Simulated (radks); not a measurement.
Isoelectronic series with 57 electrons, all held in the configuration [Xe] 5d1 6s2, which need not be the ground one along the series. Calculated with a radial shooting solver on a logarithmic mesh with Libxc functionals: scalar-relativistic Kohn-Sham, BLYP, spin-unpolarised, spherical densities, point nucleus. Total energies (hartree) and orbital eigenvalues (eV):

| ion | E (hartree) | 5d | 6s | 5p |
|---|---|---|---|---|
| La | -8494.0177 | -2.8960 | -3.5206 | -22.1405 |
| Pr2+ | -9236.4834 | -21.6290 | -17.4722 | -47.3702 |
| Pm4+ | -10015.0714 | -47.4546 | -36.4906 | -79.4671 |
| Eu6+ | -10830.1611 | -79.0907 | -59.7731 | -117.3148 |
| Tb8+ | -11682.2170 | -116.0534 | -87.0111 | -160.5139 |
| Ho10+ | -12571.7642 | -158.0855 | -118.0479 | -208.8601 |
| Tm12+ | -13499.3817 | -205.0292 | -152.7971 | -262.2349 |
| Lu14+ | -14465.7011 | -256.7799 | -191.2125 | -320.5662 |

5d drops below 6s between La and Pr2+.
